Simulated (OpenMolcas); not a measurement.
A calculation on neutral tellurium.

```json
{
  "Program": "OpenMolcas",
  "Method": "RASSCF",
  "Basis": "ANO-RCC-VQZP [8s7p5d3f2g]",
  "Scalar Hamiltonian": "DKH2, point nucleus",
  "Active space": "6 electrons in 9 orbitals (RAS2 5s 5p; RAS3 5d, at most 2 electrons)",
  "State averaging": "2S+1 = 3 even, 3 roots; 2S+1 = 1 even, 6 roots; 2S+1 = 3 odd, 3 roots; 2S+1 = 1 odd, 3 roots (0 in the spin-orbit step)",
  "Spin-orbit coupling": "state interaction with AMFI integrals over the reference wave functions, term energies averaged over their components"
}
```

(1) Which level of the active space comes out lowest?

(2) How high does 5s² 5p⁴ ³P₁ lie?

(3) How high does 5s² 5p⁴ ¹S₀ lie?

(4) How high does 5s² 5p⁴ ¹D₂ lie?

(5) The level at 0.0 cm⁻¹ has J = 2. What is it made of, and what is its g factor?

Measured values: NIST Handbook of Basic Atomic Spectroscopic Data.

Answers

(1) 5s² 5p⁴ ³P₂, with 95 % of that term; it is also the measured ground level.

(2) 4149 cm⁻¹ above the lowest level; measured 4751 cm⁻¹ above the ground level, so the calculation is off by -13 %.

(3) 23601 cm⁻¹ above the lowest level; measured 23198 cm⁻¹ above the ground level, so the calculation is off by +2 %.

(4) 11805 cm⁻¹ above the lowest level; measured 10558 cm⁻¹ above the ground level, so the calculation is off by +12 %.

(5) 95 % 5s² 5p⁴ ³P₂, 5 % 5s² 5p⁴ ¹D; g = 1.477, against 1.501 from Landé's formula for the pure leading term.

Some high roots are left out of the spin-orbit mixing, which shifts the levels that they would mix with. Active for correlation alone: 5d; no level in the range computed is led by a configuration that fills it, so any true level of that kind is missing. Computed and measured levels are paired by configuration, term and J; levels that our copy of the source lacks, or whose pairing is in doubt (as where it misses far off the trend of its configuration), stay unpaired and out of the deviations. Only configurations of the active space appear.
